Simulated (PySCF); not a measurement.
Simulated absorption spectrum

trans-Zr(PH3)2F4 (singlet state).
Cartesian coordinates in Å at the PBE0-D3(BJ)/def2-SVP level; atoms count from 1:
```xyz
13
F4H6P2Zr angstrom
Zr     1.1318    0.6839   -0.1741
P     -0.0950   -0.4508    2.3283
H     -0.4082    0.4227    3.4015
H      0.5916   -1.4371    3.0824
H     -1.3501   -1.1123    2.2703
P     -0.8892   -0.2042   -2.1887
H     -0.5853   -1.0845   -3.2590
H     -1.5665    0.7893   -2.9404
H     -2.0412   -0.8874   -1.7184
F      2.3895    1.2781    1.1366
F     -0.4710    1.7196    0.1428
F      1.9048    1.4493   -1.7455
F      1.4192   -1.2189   -0.3138
```

Computed, not measured: TDDFT CAM-B3LYP/def2-SVPD, vertical, gas phase, core orbitals frozen in the response, def2 core potentials past Kr in PySCF 2.14.0, density-fitted response routines. Spin–orbit coupling is left out. Note that the optimisation stopped short of convergence; the values belong to its last geometry.

Each state is given a Gaussian of 0.25 eV full width at half maximum, with ε(max) = 2.175×10⁸ f / Δν̃ (Δν̃ the width in cm⁻¹). The width is an assumption, not a result. The curve ends short of the highest state used, and states not computed would add to its high-energy end.

```tsv
λ (nm)	ε (L mol⁻¹ cm⁻¹)
170.0	2856
171.0	1870
172.0	1123
173.1	592
174.1	367
175.1	351
176.1	496
177.2	766
178.2	1028
179.2	1227
180.2	1325
181.3	1366
182.3	1470
183.3	1784
184.3	2389
185.4	3332
186.4	4235
187.4	4907
188.4	5129
189.5	4772
190.5	4008
191.5	3044
192.6	2009
193.6	1247
194.6	706
195.6	366
196.7	161
197.7	70
198.7	28
199.7	10
```

(1) Where are the band maxima, and which computed states make them?

(2) Coming from long wavelengths, where does ε first pass 100 L mol⁻¹ cm⁻¹?

(3) On this curve, what absorbance would a 10⁻⁴ mol/L sample give at 193 nm over a 1 cm path?

(4) Does any computed singlet lie in the visible range?

Results:

(1) 188 nm (6.58 eV), ε about 5100, made up of S1 (100%) (ε in L mol⁻¹ cm⁻¹; maxima over ε = 5, shares over 10%). At its high-energy end, 7.29 eV, the curve is still rising (ε about 2800, from S3 and S5). The states used: S1 6.58 eV (f 0.047); S2 6.89 eV (f 0.011); S3 7.35 eV (f 0.025); S4 7.45 eV (f 0.0001); S5 7.57 eV (f 0.140); S6 7.71 eV (f 0.124); S7 7.76 eV (f 0.0018); S8 7.89 eV (f 0.042); S9 7.89 eV (f 0.045).

(2) At about 197 nm (6.29 eV), 0.30 eV below S1.

(3) 193 nm is 6.424 eV, where ε is about 1700 L mol⁻¹ cm⁻¹, so A = ε c l ≈ 0.17 (Beer–Lambert, with the gas-phase spectrum and the assumed width).

(4) No computed singlet lies in the visible range (380 to 750 nm); the lowest, at 188 nm, stands 3.32 eV above its violet end (3.26 eV).

All these states lie below the vertical ionisation energy of 10.75 eV (ΔSCF).

Hardware: Arm Neoverse V1, one thread, shared host with 32 logical CPUs at a one-minute load of 9.2. Cost: 3.4 min of wall time (grids of density and orbitals included), 1.4 GiB resident at most.
